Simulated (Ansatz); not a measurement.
Consider the formal hydrolysis of the Si–C bond: `C[SiH](N)CN` + H₂O → `C[SiH](N)O` + CH₃NH₂.

Computed with Ansatz on PBE0-D4/def2-TZVP structures; ΔE is electronic, products minus reactants. CCSD(T)/CBS adds triple-zeta CCSD(T) − MP2 to the extrapolated MP2 energy (def2 sets, frozen cores). This one scheme is used for every species. DFT in def2-TZVPP. Each species was taken in one conformer, which may not be the lowest.

`C[SiH](N)CN`:

Cartesian coordinates in Å:
```
C 0.576 1.809 0.231
Si 0.765 0.019 -0.249
N 0.049 -0.179 -1.814
C -0.157 -1.129 0.918
N -1.578 -0.802 0.906
H 1.038 1.993 1.204
H -0.482 2.068 0.304
H 1.053 2.474 -0.494
H 2.212 -0.368 -0.196
H 0.156 -1.054 -2.303
H 0.091 0.587 -2.466
H 0.079 -2.174 0.655
H 0.246 -0.974 1.926
H -1.925 -0.790 -0.045
H -2.123 -1.480 1.424
```

H₂O:

```xyz
3

O     0.344   -0.108    0.146
H    -0.358    0.366    0.596
H     0.014   -0.258   -0.742
```

`C[SiH](N)O`:

```xyz
11

C     0.712    1.207    0.410
Si   -0.056   -0.489    0.357
N    -0.177   -0.926   -1.298
O    -1.546   -0.553    1.062
H     0.744    1.574    1.439
H     1.737    1.189    0.031
H     0.140    1.923   -0.187
H     0.726   -1.442    1.187
H    -0.429   -1.859   -1.581
H     0.406   -0.480   -1.987
H    -2.257   -0.144    0.566
```

CH₃NH₂:

Cartesian coordinates in Å:
```
C 0.121 -0.226 -0.507
N 0.015 0.122 0.900
H -0.476 0.392 -1.192
H -0.183 -1.266 -0.646
H 1.166 -0.156 -0.819
H -0.945 0.053 1.213
H 0.302 1.081 1.052
```

```
             level  ΔE (kJ/mol)
           PBE0-D4       -109.3
            r2SCAN       -120.5
     HF/def2-QZVPP       -141.4
SCS-MP2/def2-QZVPP       -120.6
```

**Question.** What does CCSD(T)/CBS give? (Estimate.)

**Answer.** The calculation gave: -114.4 kJ/mol. The listed levels differ from it by 5.1, -6.1, -27.0, -6.2 kJ/mol.

Largest T1 diagnostic among the species: 0.010.

The D4 term adds +9.6 kJ/mol with B3LYP and +5.6 kJ/mol with PBE0; it sums over pairs of atoms, weighted by their polarisabilities, and B3LYP, whose exchange is more repulsive, gets the larger term. In def2-TZVPP, CCSD(T) changes the Hartree–Fock value by +24.6 kJ/mol (the triples alone add +3.2 kJ/mol) and MP2 by +24.4 kJ/mol.

B3LYP here is the variant with VWN-RPA as its local correlation; programs differ in this.
